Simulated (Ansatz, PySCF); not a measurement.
Reaction 2 R1 → P1, each structure at its B3LYP-D3(BJ)/def2-SVP stationary point, reached from a drawn start (curvature not checked).
R1, AlCl3 (SMILES [Cl][Al]([Cl])[Cl]) (charge 0, multiplicity 1, Z-matrix in Å and degrees):
```
Al
Cl 1 2.0846
Cl 1 2.0846 2 120.00
Cl 1 2.0846 2 120.00 3 180.00
```
P1: Al2Cl6 (SMILES [Cl][Al-]1([Cl])[Cl+][Al-]([Cl])([Cl])[Cl+]1), charge 0, multiplicity 1.

P less R. No zero-point or thermal terms.

Cores are frozen in the correlated methods.

Run with Ansatz (Gaussian orbitals); PySCF for the D3/D4 terms. No computed number here is a measurement.

Total energies in hartree:

| structure | PBE/def2-TZVPP | B3LYP-D3(BJ)/def2-TZVPP | CCSD(T)/cc-pV(T+d)Z |
|---|---|---|---|
| R1 | -1622.592475 | -1623.367650 | -1621.427155 |
| P1 | -3245.228386 | -3246.784792 | -3242.903159 |

**Question.** Work out the reaction energy at each level in kcal/mol (1 hartree = 627.50947 kcal/mol), and say how far PBE/def2-TZVPP lies from CCSD(T)/cc-pV(T+d)Z.

**Answer.** 
- PBE/def2-TZVPP: (-3245.228386) − 2 × (-1622.592475) = -0.043436 hartree = -27.26 kcal/mol
- B3LYP-D3(BJ)/def2-TZVPP: (-3246.784792) − 2 × (-1623.367650) = -0.049492 hartree = -31.06 kcal/mol
- CCSD(T)/cc-pV(T+d)Z: (-3242.903159) − 2 × (-1621.427155) = -0.048849 hartree = -30.65 kcal/mol
PBE/def2-TZVPP less CCSD(T)/cc-pV(T+d)Z: 3.39 kcal/mol. CCSD(T)/cc-pV(T+d)Z is the level counted from, the highest shown, and no exact or measured value.

Ansatz is a quantum-chemistry and plane-wave program.
